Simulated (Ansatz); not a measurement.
Species: FeF2, charge 0, multiplicity 5. The spin state was set by rule; other spins were not relaxed. 
Structure (B3LYP-D3(BJ)/def2-TZVP (Ansatz, an electronic-structure program) minimum search):
```
Fe
F 1 1.7587
F 1 1.7587 2 180.00
```
Charge 0, spin multiplicity 5.

Property: atomisation energy (electronic, to ground-state atoms), in eV. Cores are frozen in the correlated levels unless marked. Open shells are spin-unrestricted. Spin-orbit coupling is left out. The frozen core is the preceding noble-gas configuration, with the filled d and f shells of earlier blocks. No relativistic terms. The coupled-cluster limit lacks core correlation, which all-electron functionals hold. Basis-set limits of correlation are two-point, X^-3; Hartree-Fock from the larger set. The bracket is a focal-point correction in the basis named.

| level | program | atomisation energy (eV) |
|---|---|---|
| revPBE/def2-TZVPD | Ansatz | 10.54 |
| PBE0/def2-SVP | Ansatz | 10.20 |
| HSE06-D3(BJ)/def2-TZVPD | Ansatz + dftd3 | 10.52 |
| CAM-B3LYP-D4/def2-TZVPD | Ansatz + dftd4 | ? |
| LC-wPBE-D4/def2-TZVPD | Ansatz + dftd4 | ? |
| wB97X-V/def2-TZVPD | Ansatz | ? |
| B2GP-PLYP-D3(BJ)/def2-TZVPD | Ansatz + dftd3 | 10.49 |
| B2GP-PLYP/def2-TZVPD | Ansatz | 10.47 |
| B2PLYP/def2-TZVPD | Ansatz | 10.53 |
| RPA@PBE/def2-QZVPP | Ansatz | ? |
| SCS-MP2/6-31G* | Ansatz | 9.95 |
| SCS-MP2/def2-TZVPP | Ansatz | 10.43 |
| RI-MP2/CBS(def2-TZVPPD,def2-QZVPPD)+[CCSD(T)-MP2]/def2-TZVPPD | Ansatz | 10.60 |

Q: Some entries are withheld; supply them.

A: 
- CAM-B3LYP-D4/def2-TZVPD, atomisation energy (eV): 10.77
- LC-wPBE-D4/def2-TZVPD, atomisation energy (eV): 11.09
- wB97X-V/def2-TZVPD, atomisation energy (eV): 10.80
- RPA@PBE/def2-QZVPP, atomisation energy (eV): 9.53
